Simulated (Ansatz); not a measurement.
A structure relaxed at PBE-D4/def2-SVP in Ansatz, charge 0, singlet:

```
atom   x (Å)   y (Å)   z (Å)
 Si1  -1.905   0.652  -1.749
 Si2   0.948  -1.331   1.024
 Si3   1.490  -1.377  -1.338
 Si4   0.146   1.514   1.493
  S5  -0.535  -1.080  -2.088
  S6   1.859   0.504   0.119
  S7  -1.614   1.699   0.108
  S8  -0.389  -0.580   2.431
```

Task: Give its formula.

Result: Si₄S₄.

Task: Summarise the bond lengths by kind (pairs closer than 1.2 times the sum of covalent radii, bridged metal pairs left out).

Result: 9 × S–Si 2.08 to 2.42 Å; 1 × Si–Si 2.42 Å.

The restricted singlet is unstable towards broken spin symmetry in Hartree–Fock (as tested in another run); at PBE-D4/def2-SVP this wasn't settled. Another isomer (singlet) lies 1.43 eV lower at PBE0-D4/def2-TZVP; other spin states weren't run for this one.
